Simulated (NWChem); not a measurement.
System: CF$_{3}$O$_{2}$S, doublet; SMILES O=[S](=O)C(F)(F)F

Here is an NWChem input.

```
start job
memory heap 200 mb stack 900 mb global 1100 mb
geometry units angstroms noautosym nocenter noautoz
  O     -1.300622    -1.480781     0.202623
  S      0.000287    -1.009479    -0.330440
  O      1.300028    -1.481059     0.205209
  C      0.000108     0.886664     0.016060
  F     -0.001831     1.103431     1.324301
  F      1.090584     1.404180    -0.535109
  F     -1.088544     1.404546    -0.538381
end
basis spherical
  O library 6-31g*
  S library 6-31g*
  C library 6-31g*
  F library 6-31g*
end
dft
  odft
  mult 2
  xc b3lyp
  iterations 150
end
cosmo
  do_cosmo_smd true
  solvent cychexon
end
task dft energy
```

NWChem printed, in part:

```
             Northwest Computational Chemistry Package (NWChem) 7.3.0
             --------------------------------------------------------

                             Geometry "geometry" -> ""
                             -------------------------

 Output coordinates in angstroms (scale by  1.889725989 to convert to a.u.)

  No.       Tag          Charge          X              Y              Z
 ---- ---------------- ---------- -------------- -------------- --------------
    1 O                    8.0000    -1.30062200    -1.48078100     0.20262300
    2 S                   16.0000     0.00028700    -1.00947900    -0.33044000
    3 O                    8.0000     1.30002800    -1.48105900     0.20520900
    4 C                    6.0000     0.00010800     0.88666400     0.01606000
    5 F                    9.0000    -0.00183100     1.10343100     1.32430100
    6 F                    9.0000     1.09058400     1.40418000    -0.53510900
    7 F                    9.0000    -1.08854400     1.40454600    -0.53838100

 Effective nuclear repulsion energy (a.u.)     428.9591776724

                                 NWChem DFT Module
                                 -----------------

 Summary of "ao basis" -> "ao basis" (spherical)
 ------------------------------------------------------------------------------
       Tag                 Description            Shells   Functions and Types
 ---------------- ------------------------------  ------  ---------------------
 O                           6-31g*                  6       14   3s2p1d
 S                           6-31g*                  8       18   4s3p1d
 C                           6-31g*                  6       14   3s2p1d
 F                           6-31g*                  6       14   3s2p1d

 in cosmo_initialize ...
 calling solv_data for solv:cychexon

 solvent parameters
 solvname_short: cychexon
 solvname_long:  cyclohexanone
 dielec:       15.6190
 dielecinf:     2.1045
 nonaqueous SMD model solvent descriptors
 dielec:       15.6190
 sola:          0.0000
 solb:          0.5600
 solc:          0.0000
 solg:         49.7600
 solh:          0.0000
 soln:          1.4507

          ---------------
          -cosmo- solvent
          ---------------
 Cosmo: York-Karplus, doi: 10.1021/jp992097l
 dielectric constant -eps-     =  15.62
 screen = (eps-1)/(eps    )    =   0.93598
 surface charge correction     = lagrangian

   van der Waals surface
 --------------------------

 ---------- ATOMIC COORDINATES (A.U.) ------------ VDWR(ANG.) --
     1   -2.45781919   -2.79827034    0.38290195     2.294
     2    0.00054235   -1.90763870   -0.62444106     2.490
     3    2.45669670   -2.79879568    0.38778878     2.294
     4    0.00020409    1.67555200    0.03034900     1.850
     5   -0.00346009    2.08518224    2.50256602     1.730
     6    2.06090493    2.65351544   -1.01120938     1.730
     7   -2.05704989    2.65420708   -1.01739257     1.730
 number of segments per atom =        128
 number of   points per atom =        128
 atom (   nspa,  nppa )
 ----------------------
    1 (     79,     0 )       0
    2 (     38,     0 )       0
    3 (     79,     0 )       0
    4 (      6,     0 )       0
    5 (     72,     0 )       0
    6 (     68,     0 )       0
    7 (     68,     0 )       0
 number of -cosmo- surface points =      410
 molecular surface =    147.642 angstrom**2
 molecular volume  =    141.784 angstrom**3
 -lineq- algorithm             =   0
 -bem- low  level              =   3
 -bem- from -octahedral-
 gaussian surface charge width =   4.50000
 degree of switching           =   1.00000
 switching function tolerance  =   0.00010
 atomic radii =
 --------------
    1  8.000  2.294
    2 16.000  2.490
    3  8.000  2.294
    4  6.000  1.850
    5  9.000  1.730
    6  9.000  1.730
    7  9.000  1.730
 ...... end of -cosmo- initialization ......

 nat:                     7
 ixmem:                  2814
 calling mnsol_interface()
 G(SMD-CDS) energy (kcal/mol)  =    -0.796
 SMD-CDS SASA (angstrom**2)    =   137.491

            General Information
            -------------------
          SCF calculation type: DFT
          Wavefunction type:  spin polarized.
          No. of atoms     :     7
          No. of electrons :    65
           Alpha electrons :    33
            Beta electrons :    32
          Charge           :     0
          Spin multiplicity:     2
          Use of symmetry is: off; symmetry adaption is: off
          Maximum number of iterations: 150
          AO basis - number of functions:   102
                     number of shells:    44
          Convergence on energy requested:  1.00D-06
          Convergence on density requested:  1.00D-05
          Convergence on gradient requested:  5.00D-04

              XC Information
              --------------
                         B3LYP Method XC Potential
                     Hartree-Fock (Exact) Exchange  0.200
                        Slater Exchange Functional  0.800 local
                    Becke 1988 Exchange Functional  0.720 non-local
              Lee-Yang-Parr Correlation Functional  0.810
                  VWN I RPA Correlation Functional  0.190 local

             Grid Information
             ----------------
          Grid used for XC integration:  medium
          Radial quadrature: Mura-Knowles
          Angular quadrature: Lebedev.
          Tag              B.-S. Rad. Rad. Pts. Rad. Cut. Ang. Pts.
          ---              ---------- --------- --------- ---------
          O                   0.60       49           8.0       434
          S                   1.00       88           7.0       590
          C                   0.70       49           7.0       434
          F                   0.50       49           9.0       434
          Grid pruning is: on
          Number of quadrature shells:   382
          Spatial weights used:  Erf1

      Superposition of Atomic Density Guess
      -------------------------------------

 Sum of atomic energies:        -882.74163563

      Non-variational initial energy
      ------------------------------

 Total energy =    -884.715878
 1-e energy   =   -2079.809978
 2-e energy   =     766.134922
 HOMO         =      -0.201819
 LUMO         =       0.103067

[...]

                                COSMO-SMD solvation results
                                ---------------------------

             internal energy in gas <Psi(g)|H|Psi(g)> =      -886.145762435328
         internal energy in solvent <Psi(s)|H|Psi(s)> =      -886.145431934652
                               delta internal energy  =         0.000330500677 (    0.21 kcal/mol)
   total free energy in solvent <Psi(s)|H+V/2|Psi(s)> =      -886.149272574161
 polarization energy contribution <Psi(s)|V/2|Psi(s)> =        -0.003840639509 (   -2.41 kcal/mol)
    total free energy in solvent including G(SMD-CDS) =      -886.150541836330
                       G(SMD-CDS) energy contribution =        -0.001269262169 (   -0.80 kcal/mol)
     1 M fixed-concentration free energy of solvation =        -0.004779401001 (   -3.00 kcal/mol)

                    DFT Final Alpha Molecular Orbital Analysis
                    ------------------------------------------

 Vector   31  Occ=1.000000D+00  E=-3.587111D-01
              MO Center=  2.1D-03, -1.0D+00,  8.8D-02, r^2= 3.0D+00
   Bfn.  Coefficient  Atom+Function         Bfn.  Coefficient  Atom+Function
  ----- ------------  ---------------      ----- ------------  ---------------
     4      0.338062  1 O  py                36      0.339021  3 O  py
     8      0.236699  1 O  py                40      0.237378  3 O  py
    52     -0.208985  4 C  s                  5     -0.204604  1 O  pz
    37     -0.205441  3 O  pz                24     -0.194828  2 S  s
    50      0.194446  4 C  py                 9     -0.145762  1 O  pz

 Vector   32  Occ=1.000000D+00  E=-3.537360D-01
              MO Center= -2.7D-03, -1.4D+00,  1.3D-01, r^2= 2.4D+00
   Bfn.  Coefficient  Atom+Function         Bfn.  Coefficient  Atom+Function
  ----- ------------  ---------------      ----- ------------  ---------------
     3      0.319169  1 O  px                35      0.319734  3 O  px
     4     -0.269589  1 O  py                36      0.268242  3 O  py
     7      0.219255  1 O  px                39      0.219625  3 O  px
     8     -0.192456  1 O  py                 5      0.191048  1 O  pz
    40      0.191503  3 O  py                37     -0.189628  3 O  pz

 Vector   33  Occ=1.000000D+00  E=-2.835030D-01
              MO Center= -3.7D-05, -8.4D-01, -1.5D-01, r^2= 2.7D+00
   Bfn.  Coefficient  Atom+Function         Bfn.  Coefficient  Atom+Function
  ----- ------------  ---------------      ----- ------------  ---------------
    24      0.498233  2 S  s                 52     -0.431410  4 C  s
    23     -0.395980  2 S  pz                 5      0.327418  1 O  pz
    37      0.327448  3 O  pz                50      0.271166  4 C  py
     9      0.257791  1 O  pz                41      0.257820  3 O  pz
    54      0.177868  4 C  py                20      0.148365  2 S  s

 Vector   34  Occ=0.000000D+00  E=-3.636164D-03
              MO Center=  2.4D-04, -9.1D-01, -2.7D-01, r^2= 2.5D+00
   Bfn.  Coefficient  Atom+Function         Bfn.  Coefficient  Atom+Function
  ----- ------------  ---------------      ----- ------------  ---------------
    26      0.799045  2 S  py                52     -0.756305  4 C  s
    22      0.624337  2 S  py                54      0.381015  4 C  py
    50      0.339687  4 C  py                66      0.243215  5 F  s
    55     -0.222398  4 C  pz                 8     -0.214863  1 O  py
    40     -0.214850  3 O  py                18     -0.208677  2 S  py

 Vector   35  Occ=0.000000D+00  E= 2.537491D-02
              MO Center= -9.3D-05, -5.8D-01,  1.0D-01, r^2= 2.4D+00
   Bfn.  Coefficient  Atom+Function         Bfn.  Coefficient  Atom+Function
  ----- ------------  ---------------      ----- ------------  ---------------
    24      0.893003  2 S  s                 52     -0.480146  4 C  s
    27      0.466279  2 S  pz                23      0.424167  2 S  pz
     6     -0.403403  1 O  s                 20      0.404507  2 S  s
    38     -0.403464  3 O  s                  7     -0.319953  1 O  px
    39      0.320059  3 O  px                55      0.315664  4 C  pz

 Vector   36  Occ=0.000000D+00  E= 5.241747D-02
              MO Center=  3.0D-04, -5.3D-01, -3.5D-01, r^2= 2.8D+00
   Bfn.  Coefficient  Atom+Function         Bfn.  Coefficient  Atom+Function
  ----- ------------  ---------------      ----- ------------  ---------------
    25      0.991623  2 S  px                 6      0.562857  1 O  s
    38     -0.562826  3 O  s                 21      0.443771  2 S  px
    53      0.288511  4 C  px                49      0.249077  4 C  px
    80     -0.209440  6 F  s                 94      0.209262  7 F  s
     8      0.196252  1 O  py                40     -0.196216  3 O  py

                     DFT Final Beta Molecular Orbital Analysis
                     -----------------------------------------

 Vector   30  Occ=1.000000D+00  E=-3.488529D-01
              MO Center=  3.2D-03, -1.3D+00,  1.6D-01, r^2= 2.4D+00
   Bfn.  Coefficient  Atom+Function         Bfn.  Coefficient  Atom+Function
  ----- ------------  ---------------      ----- ------------  ---------------
     4      0.374273  1 O  py                36     -0.376118  3 O  py
     8      0.279183  1 O  py                40     -0.280480  3 O  py
     3     -0.248343  1 O  px                35     -0.248147  3 O  px
     7     -0.169045  1 O  px                39     -0.168936  3 O  px
    28     -0.114012  2 S  d -2              53     -0.079581  4 C  px

 Vector   31  Occ=1.000000D+00  E=-3.455728D-01
              MO Center= -3.7D-03, -9.2D-01,  9.4D-02, r^2= 3.0D+00
   Bfn.  Coefficient  Atom+Function         Bfn.  Coefficient  Atom+Function
  ----- ------------  ---------------      ----- ------------  ---------------
     4      0.348295  1 O  py                36      0.346192  3 O  py
     8      0.246872  1 O  py                52     -0.247811  4 C  s
    40      0.245293  3 O  py                50      0.208439  4 C  py
     5     -0.167726  1 O  pz                37     -0.168032  3 O  pz
    24     -0.166989  2 S  s                 22     -0.154931  2 S  py

 Vector   32  Occ=1.000000D+00  E=-3.359666D-01
              MO Center= -3.6D-04, -1.4D+00,  1.1D-01, r^2= 2.2D+00
   Bfn.  Coefficient  Atom+Function         Bfn.  Coefficient  Atom+Function
  ----- ------------  ---------------      ----- ------------  ---------------
     5      0.384866  1 O  pz                37     -0.384398  3 O  pz
     9      0.284760  1 O  pz                41     -0.284412  3 O  pz
     3      0.198305  1 O  px                35      0.199038  3 O  px
    25      0.163168  2 S  px                 7      0.145852  1 O  px
    39      0.146388  3 O  px                31      0.111341  2 S  d  1

 Vector   33  Occ=0.000000D+00  E=-1.772314D-01
              MO Center=  8.9D-05, -9.3D-01, -1.9D-01, r^2= 2.6D+00
   Bfn.  Coefficient  Atom+Function         Bfn.  Coefficient  Atom+Function
  ----- ------------  ---------------      ----- ------------  ---------------
    24      0.602493  2 S  s                 52     -0.451894  4 C  s
    23     -0.392543  2 S  pz                 5      0.332458  1 O  pz
    37      0.332547  3 O  pz                 9      0.284721  1 O  pz
    41      0.284806  3 O  pz                50      0.258163  4 C  py
    54      0.209014  4 C  py                20      0.151273  2 S  s

 Vector   34  Occ=0.000000D+00  E= 1.331386D-02
              MO Center=  1.6D-04, -1.0D+00, -2.2D-01, r^2= 2.6D+00
   Bfn.  Coefficient  Atom+Function         Bfn.  Coefficient  Atom+Function
  ----- ------------  ---------------      ----- ------------  ---------------
    26      0.784302  2 S  py                52     -0.611263  4 C  s
    22      0.547968  2 S  py                54      0.314656  4 C  py
     6      0.304344  1 O  s                 38      0.304272  3 O  s
    55     -0.292749  4 C  pz                66      0.272718  5 F  s
    24     -0.270199  2 S  s                  7      0.259414  1 O  px

 Vector   35  Occ=0.000000D+00  E= 3.644235D-02
              MO Center= -3.3D-05, -4.4D-01,  6.3D-02, r^2= 2.3D+00
   Bfn.  Coefficient  Atom+Function         Bfn.  Coefficient  Atom+Function
  ----- ------------  ---------------      ----- ------------  ---------------
    24      0.857419  2 S  s                 52     -0.699936  4 C  s
    27      0.446728  2 S  pz                20      0.410078  2 S  s
    23      0.407641  2 S  pz                50      0.381930  4 C  py
     6     -0.338121  1 O  s                 38     -0.338219  3 O  s
    54      0.316377  4 C  py                22      0.309662  2 S  py

   alpha - beta orbital overlaps
   -----------------------------

   alpha      1      2      3      4      5      6      7      8      9     10
    beta      1      2      3      4      5      6      7      8      9     10
 overlap   1.000  1.000  1.000  1.000  1.000  1.000  1.000  1.000  1.000  0.826

   alpha     11     12     13     14     15     16     17     18     19     20
    beta     11     12     14     13     15     16     17     18     19     20
 overlap   0.826  1.000  0.996  0.996  1.000  1.000  0.995  0.992  0.998  1.000

   alpha     21     22     23     24     25     26     27     28     29     30
    beta     21     23     22     25     24     26     27     28     29     32
 overlap   0.987  0.891  0.952  0.823  0.926  0.948  0.973  0.894  1.000  0.845

[...]
```

Level: B3LYP/6-31G* (spherical d), spin-unrestricted, SMD on the gas-phase geometry. Structure relaxed at the B3LYP/6-31G* (spherical d), spin-unrestricted level. No frequency run checked for a minimum. No stability test was run on the SCF state. Solvent: cyclohexanone.
